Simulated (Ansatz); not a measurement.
TaS2, relaxed as a quartet with UKS r2SCAN-D4/def2-TZVP in Ansatz, starting from the r2SCAN-D4/def2-TZVP geometry of the neutral doublet. Force threshold 0.02 eV/Å.

In the def2 sets Ta takes a core potential; there is no spin–orbit coupling. The relaxation made no stability test and no search for a lower SCF solution. At r2SCAN-D4/def2-TZVP a doublet of charge 0 lies 1.67 eV below the quartet, each at its own geometry. The structure comes from a short search, and lower isomers may exist.

Start:

```xyz
3

Ta   -0.2048   -0.2410    0.7853
S    -1.1826   -0.8672   -1.0308
S     1.3874    1.1082    0.2454
```

Task: Estimate the energy that the relaxation releases and the steps that it takes.

Result: 10.8 kJ/mol, in 4 steps; 8 s on 4 threads of Arm Neoverse V2 on a shared host. No frequencies were taken in this run, so the end may be a saddle point.

Task: Does the start keep its bonding and symmetry?

Result: By distances, no bond broke or formed. The bond that changes most is Ta1–S3, from 2.16 to 2.22 Å (atoms count from 1). Point group C2v at the start, C2v at the end, both within 0.05 Å.

Task: Predict the relaxed structure.

Result: 
```xyz
3

Ta   -0.2233   -0.2628    0.8566
S    -1.1666   -0.8511   -1.0631
S     1.3899    1.1140    0.2065
```
Bond lengths: 2 × S–Ta 2.22 Å.
